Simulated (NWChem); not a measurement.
## Total energies of H2As

```
As
H 1 1.5297
H 1 1.5297 2 90.76
```
Charge 0, spin multiplicity 2.

All runs are NWChem calculations. All single points use one geometry, from UPBE0/def2-SVP, a minimum by its harmonic frequencies.

Basis set: def2-TZVP (60 functions).

```tsv
method	total energy (Ha)	relative cost
UHF	-2235.34200	1
UMP2	-2235.58841	under 3
UB2PLYP	-2236.65814	under 3
UPBE	-2236.69364	under 3
UB3LYP	-2237.08333	under 3
UPBE0	-2236.76158	under 3
```

Total energies of different functionals aren't comparable as a measure of quality: only differences taken within one method are. The cost column gives rough processor time relative to UHF; each entry includes its own SCF.

The Hamiltonian is non-relativistic. The correlated methods keep 9 core orbitals frozen. B3LYP has NWChem's definition, with VWN1-RPA local correlation. The structure started from a generated list of species. The unpaired electrons of the parent sit in orbitals of symmetry b2 (C2v labels of the run); other states weren't searched. The stability of the SCF solutions was not checked. Open-shell Hartree-Fock references start from PBE0 orbitals; any time given for them includes that run.
